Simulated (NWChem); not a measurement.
# silylarsine (SiAsH5); SMILES [SiH3][AsH2]

All runs: NWChem. Medium grid unless said otherwise, to which SCAN and Minnesota functionals are sensitive. The geometry was optimised at B3LYP/6-31G* (spherical d). Level r2SCAN/def2-TZVP: single points from the atomic guess with DIIS by default; each run changes one setting, and all converged runs end within 0.3 mHa of each other. NWChem's automatic level shift, which a small gap switches on, acted in some of these runs.

Q: Which setting needs the most SCF iterations, or fails (defaults; occupation smearing of 0.005 Ha; DIIS on 3 Fock matrices; core-Hamiltonian guess; no level shifting)?

A: core-Hamiltonian guess, with 23 against 7 for the defaults.
```tsv
setting	SCF iterations
defaults	7
occupation smearing of 0.005 Ha	7
no level shifting	7
DIIS on 3 Fock matrices	9
core-Hamiltonian guess	23
```
